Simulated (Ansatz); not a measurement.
Input for Ansatz (an electronic-structure program): R-CCSD(T)/def2-TZVPPD on HITe (SMILES [TeH]I), atoms moved off the minimum. Elements past Kr take the def2 small-core potentials; no spin–orbit coupling. Files ending in .json are basis or fitting sets from the Basis Set Exchange. The run froze 18 orbitals, filled d shells among them.

Ansatz 0.2 input:
```yaml
crystal:
  periodic: [false, false, false]
  atoms:
    - {symbol: Te, position_ang: [0.48643522, 0.87829839, 0.94232801]}
    - {symbol: H, position_ang: [0.68011940, 2.08703116, -0.30557625]}
    - {symbol: I, position_ang: [-0.45530719, -1.02735611, -0.80553794]}
basis:
  gaussian:
    orbitals: def2-TZVPPD.json
magnetization: {spin_polarized: false}
correlation: {method: ccsd_t, electrons: outside_noble_gas}
scf: {lower_state_search: off}
output: {forces: true}
```

Program output:

```
WARN ansatz: RAYON_NUM_THREADS=1 ignored (pool sized by the plan → 1); use --threads N
Functional definition: HF
these checks for a lower state are left out or cut short: starts, cluster_reference, orbital_swaps, neighbouring_geometries, increment
integrals: 0.27 GiB planned
1153 factors; integrals over basis functions are off by at most 9.7e-4 eV
mean field: 0.42 GiB planned
mean field evaluation 1: about -15353.8497 eV, gradient 1.1e1 eV
mean field evaluation 2: about -15353.8706 eV, gradient 1.1e1 eV
mean field evaluation 4: about -15354.3459 eV, gradient 1.6e0 eV
mean field evaluation 8: about -15354.3588 eV, gradient 1.7e-1 eV
mean field -15354.35893678 eV, -564.2622833685 hartree, gradient 2.2e-6 eV, S^2 0.000000; 0 other end points of the search recorded, 0 dependent functions left out
18 core orbitals not correlated
reference -15354.35893678 eV, -564.2622833685 hartree; 7, 7 occupied and 110, 110 virtual orbitals, 1153 factors
too little memory for Intel AMX tiles; the run may be slower
densities: 1.03 GiB planned
second order -7.42955107 eV of doubles, -0.00000000 eV of singles
coupled cluster: 0.62 GiB planned
cycle   1  -8.02554440 eV  change   -6.0e-1 eV  update   7.3e-2
cycle   2  -8.27819373 eV  change   -2.5e-1 eV  update   2.4e-2
cycle   3  -8.30944770 eV  change   -3.1e-2 eV  update   9.4e-3
cycle   4  -8.30653167 eV  change    2.9e-3 eV  update   2.9e-3
cycle   5  -8.30628515 eV  change    2.5e-4 eV  update   1.0e-3
cycle   6  -8.30622987 eV  change    5.5e-5 eV  update   3.8e-4
cycle   7  -8.30624119 eV  change   -1.1e-5 eV  update   1.3e-4
cycle   8  -8.30627233 eV  change   -3.1e-5 eV  update   5.5e-5
cycle   9  -8.30626767 eV  change    4.7e-6 eV  update   2.5e-5
cycle  10  -8.30626066 eV  change    7.0e-6 eV  update   1.2e-5
cycle  11  -8.30626373 eV  change   -3.1e-6 eV  update   5.7e-6
cycle  12  -8.30626396 eV  change   -2.3e-7 eV  update   2.1e-6
perturbative correction -0.36758206 eV, -0.0135083915 hartree
the calculation of the forces begins
mean field evaluation 16: about -15354.3338 eV, gradient 1.8e-1 eV
Total energy: -15363.03278280 eV, -564.5810413304 hartree
Atom 0 at     0.486435     0.878298     0.942328 Å, force     0.043632     0.633376    -0.991685 eV/Å
Atom 1 at     0.680119     2.087031    -0.305576 Å, force    -0.132810    -0.816391     0.831209 eV/Å
Atom 2 at    -0.455307    -1.027356    -0.805538 Å, force     0.089178     0.183014     0.160476 eV/Å
Dipole moment:     0.077824     0.170970     0.117892 e Å
Checks for a lower state left out: starts, cluster_reference, orbital_swaps, neighbouring_geometries, increment
```

Self-consistency was reached.

Cost: roughly 50 core-seconds.
